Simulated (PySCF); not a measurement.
# Correlation energy of N (nitrogen, neutral)

[He] 2s2 2p3, high-spin 4S determinant. Computed with PySCF 2.14 in Sapporo-DZP-2012 (4s3p1d, 18 functions), with the spin-free X2C one-electron Hamiltonian (Gaussian nucleus). Frozen: 1s2; 5 electrons correlated.

MP2 pair energies summed by pair of shells (mhartree):

```tsv
pair	energy	share (%)
2s-2p	-50.27	64.1
2p-2p	-19.66	25.1
2s-2s	-8.50	10.8
```

Total MP2 correlation energy: -78.42 mhartree.

Same-spin part -24.17 and opposite-spin part -54.26 mhartree; SCS-MP2 scales them by 1/3 and 6/5 to -73.17 mhartree.

```csv
level,correlation energy (mhartree)
CCSD,-95.69
(T),-0.82
CCSD(T),-96.51
```

Diagnostics: T1 = 0.0044, D1 = 0.0113, largest double amplitude 0.045.

Cost of the coupled-cluster step: 0.08 s of wall time on 1 thread of Neoverse-V2 (shared host), for 5 correlated electrons.
